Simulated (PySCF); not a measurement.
Species: C₃H₃O (charge -1, singlet). It need not be the lowest isomer of its formula. Whether it binds its extra electron was not tested at this geometry. 
Geometry from a B3LYP-D3(BJ)/def2-TZVP (Ansatz) optimisation:
SMILES: [C-]#CCO
```xyz
7

C      2.0196     0.0365    -0.2522
C      0.8411    -0.2474     0.0078
C     -0.5624    -0.4964     0.2790
O     -1.4150     0.6291    -0.1045
H     -0.7514    -0.6807     1.3470
H     -0.9404    -1.3736    -0.2668
H     -0.7777     1.2649    -0.4521
```
Charge -1, spin multiplicity 1.

Dispersion corrections to the total energy (kcal/mol) from the dftd3 and dftd4 libraries through PySCF: D3(BJ) without and D4 with the three-body term, each with the damping fitted for the functional named.

```csv
functional,D3(BJ),D4
B3LYP,-4.44,[?]
TPSS,[?],-3.90
PBE,-2.59,-2.87
BP86,-3.92,-3.71
B2PLYP,[?],-2.00
B2GP-PLYP,-1.45,-1.18
HSE06,-1.57,-2.19
```

Q: What belongs in the gaps?

A: 
- B3LYP, D4: -4.60
- TPSS, D3(BJ): -3.22
- B2PLYP, D3(BJ): -1.99
